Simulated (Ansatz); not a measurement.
A structure relaxed at PBE0-D4/def2-TZVPD in Ansatz, charge -1, singlet:

```xyz
9

Li   -1.5119    0.5841    0.7023
Li   -0.1013    1.2446   -1.2476
Li    0.1691   -1.1535    1.3252
Li    1.5746   -0.4970   -0.6277
H     0.3704    0.5133    0.4394
H     1.2825    0.4871   -2.1110
H    -1.8046    1.5767   -0.7704
H    -1.5326   -0.8309    1.8144
H     1.5537   -1.9244    0.4753
```

(1) Give its formula and point group.

(2) Summarise the bond lengths by kind (pairs closer than 1.2 times the sum of covalent radii, bridged metal pairs left out).

Results:

(1) Li₄H₅⁻ (the lowest singlet isomer of a short search). Point group C4v (tolerance 0.1 Å).

(2) 12 × H–Li 1.80 to 1.90 Å.

The structure comes from a short search, and lower isomers may exist.
